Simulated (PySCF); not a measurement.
C2H4FGa, SMILES [GaH]([F])[CH]=C.

Coordinates come from a B3LYP-D3(BJ)/def2-SVP optimisation. The structure was generated by enumeration; whether it is a known compound was not checked. The values are those of a single conformer.

All values below come from PBE/def2-TZVP (PySCF).

Isolated molecule, no solvent.

Q: Estimate the frontier levels, gap, dipole moment and polarisability. (An estimate is asked for; the answer gives what the named calculation found.)

A: 
```
Quantity                                                                                                       Result
---------------------------------------------------------------------------------------------  ----------------------
highest occupied level                                                                                       -7.09 eV
lowest empty level                                                                                           -2.54 eV
orbital gap                                                                                                   4.55 eV
dipole moment                                                                                                  2.74 D
quadrupole, principal values (traceless, Buckingham form, about the centre of nuclear charge)   -4.54, 2.23, 2.30 D·Å
mean static polarisability                                                                       52.0 bohr³ (7.70 Å³)
polarisability, principal values                                                               34.2, 51.6, 70.1 bohr³
```
